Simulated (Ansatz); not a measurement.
Stretching the Mg1–H2 bond in H4MgSi (SMILES [MgH][SiH3]) (multiplicity 1 held, fragments rigid). Energies count from the point at 1.702 Å.
Geometry at that point (charge 0, multiplicity 1):
```
atom    x (Å)    y (Å)    z (Å)
----  -------  -------  -------
Mg    -1.2739  -0.6992  -0.1785
H     -2.7546  -1.5120  -0.3860
Si     0.9718   0.5334   0.1362
H      1.6131   0.2497   1.4524
H      0.8377   2.0169   0.0636
H      1.9863   0.1688  -0.8943
```

R- and RO- levels are restricted; in cc, def2 and unpolarised 6-31G sets they are followed outwards from rest. U- levels take the lowest unrestricted solution at each point, which mixes spins at long bonds. Active spaces are followed from a long bond inwards. Curves can end on different states.

Correlated levels freeze the cores.

The values were computed with Ansatz (an electronic-structure program) with Gaussian orbitals. Each number belongs to the level named beside it.

Energies in kcal/mol.

```
R (Å)  R-MP2/def2-SVPD  U-MP2/def2-SVPD  R-CCSD(T)/def2-SVPD  R-CCSDT/def2-SVPD  SC-NEVPT2 on CASSCF(2,2)/def2-SVPD  FIC-MRCISD+Q on CASSCF(2,2)/def2-SVPD
-----  ---------------  ---------------  -------------------  -----------------  ----------------------------------  -------------------------------------
1.361             20.4             20.4                 20.4               20.4                                20.7                                   20.4
1.532              4.2              4.2                  4.3                4.3                                 4.5                                    4.2
1.702              0.0              0.0                  0.0                0.0                                 0.0                                    0.0
1.872              2.4              2.4                  2.1                2.1                                 1.9                                    2.1
2.042              8.3              8.3                  7.5                7.5                                 7.0                                    7.5
2.297             20.0             20.0                 18.2               18.2                                17.3                                   18.2
2.553             32.7             36.5                 29.5               29.4                                28.1                                   29.4
2.978             52.6             54.2                 45.9               45.7                                43.8                                   45.8
3.404             69.2             61.1                 57.4               57.4                                54.8                                   57.4
3.914             84.1             64.0                 64.0               64.9                                61.9                                   64.9
4.595             96.2             65.1                 64.1               68.5                                65.2                                   68.4
5.446            100.6             65.4                 60.7               69.4                                66.0                                   69.4
```

Doubts at one or more of the structures used: a restricted determinant that unrestricted orbitals would lower (R-MP2/def2-SVPD, R-CCSD(T)/def2-SVPD, R-CCSDT/def2-SVPD); a spin-contaminated determinant (U-MP2/def2-SVPD); T1 above 0.05 (R-CCSD(T)/def2-SVPD, R-CCSDT/def2-SVPD); other coupled-cluster roots lie near (R-CCSD(T)/def2-SVPD, R-CCSDT/def2-SVPD).
